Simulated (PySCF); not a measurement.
A species of formula C3H9Bi has this rotational fingerprint, computed with PBE0-D3(BJ)/def2-SVP geometry optimisation, gas phase, def2 core potentials past Kr in PySCF:

| Item | Value |
| --- | --- |
| Rotational constants | A = 3254, B = 3244, C = 2800 MHz |
| Dipole components | \|μa\| = 0.00 D, \|μb\| = 0.00 D, \|μc\| = 0.21 D |
| Inertial defect | -130.59 u·Å² |
| κ | 0.96 |

Task: Which structure is it? (One computed conformer of each.)
A. BiMe3 (`[CH3][Bi]([CH3])[CH3]`)
B. BiH2(iPr), `[H][Bi]([H])[CH](C)C`

Result: A. It is [CH3][Bi]([CH3])[CH3]. The candidates at the same level (rigid rotor, commonest isotopes):

```csv
SMILES,A (MHz),B (MHz),C (MHz),μa (D),μb (D),μc (D),Δ (u·Å²),point group,rotor
[CH3][Bi]([CH3])[CH3],3254,3244,2800,0.00,0.00,0.21,-130.59,near C3v,–
[H][Bi]([H])[CH](C)C,7281,1774,1523,0.73,0.03,0.67,-22.39,near Cs,near-prolate asymmetric top
```

`[H][Bi]([H])[CH](C)C` has A 124 % too high. No structure here is proved a minimum.
